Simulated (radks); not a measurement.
Problem. Cl9+, 8 electrons, occupied as [He] 2s2 2p4. Calculated with a radial shooting solver on a logarithmic mesh with Libxc functionals: Dirac Kohn-Sham, BLYP, spin-unpolarised, spherical densities, point nucleus; open shells fill j = l - 1/2 first. Some entries of the table are withheld. Estimate them.

| orbital | occ. | eigenvalue (eV) | <1/r> (bohr^-1) |
|---|---|---|---|
| 1s1/2 | 2 | -3037.766 | (1) |
| 2s1/2 | 2 | -488.6938 | 3.517 |
| 2p1/2 | 2 | (2) | (3) |
| 2p3/2 | 2 | (4) | (5) |
| 3s1/2 | 0 | -177.9480 | 1.308 |
| 3p1/2 | 0 | (6) | 1.262 |
| 3p3/2 | 0 | (7) | 1.257 |

Solution. 
(1) 1s1/2 <1/r> (bohr^-1): 16.70
(2) 2p1/2 eigenvalue (eV): -435.8936
(3) 2p1/2 <1/r> (bohr^-1): 3.448
(4) 2p3/2 eigenvalue (eV): -433.8857
(5) 2p3/2 <1/r> (bohr^-1): 3.423
(6) 3p1/2 eigenvalue (eV): -162.7175
(7) 3p3/2 eigenvalue (eV): -162.3152
